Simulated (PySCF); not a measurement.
# Radial density of Ru³⁺ (ruthenium, charge +3)

PBE, [Kr] 4d5, high-spin 6S determinant. Calculation: PySCF 2.14, in x2c-TZVPall (8s6p6d1f, 63 functions); the spin-free X2C one-electron Hamiltonian (Gaussian nucleus).

| r (bohr) | 4πr²ρ (e/bohr) | 4πr²(ρα − ρβ) |
| --- | --- | --- |
| 0.0352 | 50.62 | -0.0008 |
| 0.0592 | 50.88 | 0.0141 |
| 0.0996 | 69.69 | 0.1494 |
| 0.167 | 49.77 | 0.6487 |
| 0.282 | 52.54 | 0.8727 |
| 0.474 | 33.24 | 0.0004 |
| 0.797 | 13.49 | 2.2358 |
| 1.34 | 9.347 | 3.8291 |
| 2.25 | 1.267 | 0.9865 |
| 3.79 | 0.02708 | 0.0267 |
| 6.38 | 1.479e-05 | 0.0000 |

Densities and radii are taken from the X2C orbitals without a picture-change correction, which distorts them close to the nucleus.
